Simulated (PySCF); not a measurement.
Start geometry of `C[SiH]1[SiH2][SiH2][SiH2]1` from GFN2-xTB (Å):
```
atom  x, y, z in Å
C1     2.2412   -0.8130   -0.3620
Si2    0.9630    0.2290    0.5946
Si3   -0.9697   -0.9944    1.1951
Si4   -2.2373    0.3023   -0.3056
Si5   -0.3376    1.5937   -0.8319
H6     2.7373   -1.5367    0.2785
H7     1.7611   -1.3655   -1.1650
H8     3.0088   -0.1895   -0.8115
H9     1.7363    0.8743    1.6725
H10   -0.9436   -2.4468    0.9727
H11   -1.3800   -0.8917    2.6027
H12   -2.8459   -0.4287   -1.4260
H13   -3.3808    1.0250    0.2682
H14   -0.4309    3.0174   -0.4819
H15    0.0691    1.6406   -2.2441
```

What comes out of this run: PySCF, PBE0-D3(BJ)/def2-SVP geometry optimisation, gas phase?

```
atom  x, y, z in Å
C1     1.848   -1.002   -0.699
Si2    1.086    0.119    0.618
Si3   -0.955   -0.801    1.375
Si4   -1.946    0.196   -0.521
Si5   -0.218    1.801   -0.413
H6     2.239   -1.927   -0.247
H7     1.092   -1.280   -1.450
H8     2.674   -0.491   -1.217
H9     2.100    0.534    1.638
H10   -1.074   -2.280    1.571
H11   -1.431   -0.097    2.609
H12   -1.720   -0.685   -1.714
H13   -3.378    0.622   -0.492
H14   -0.590    2.864    0.575
H15    0.263    2.443   -1.677
```

The energy falls by 22.2 kJ/mol over 20 energy and gradient evaluations, the largest force component goes from 0.0109 to 2.2e-04 Eh/bohr, and the atoms move by 0.704 Å rms after alignment. Among the bonds, Si4–H12 and Si5–H14 change most and about equally (+0.029 to +0.030 Å). Bonds longer at the end by more than 0.005 Å: 11 of 15; shorter: 1. Among the angles that change most is H14–Si5–H15, from 102.4° to 109.4°. Among the dihedrals that turn most is H12–Si4–Si5–H14, from 124° to 167°. Rotational constants go from 2292, 1554, 1063 to 2099, 1653, 1230 MHz. The orientation of the end geometry is arbitrary; only internal coordinates are fixed.

The run used 136 basis functions and 118 SCF cycles in all. Time: 1.9 min. Hardware: x86-64 server, one thread, no GPU, shared host.

No PBE0-D3(BJ)/def2-SVP frequencies stand behind this structure, so it isn't proved a minimum. One conformer, not necessarily the lowest.
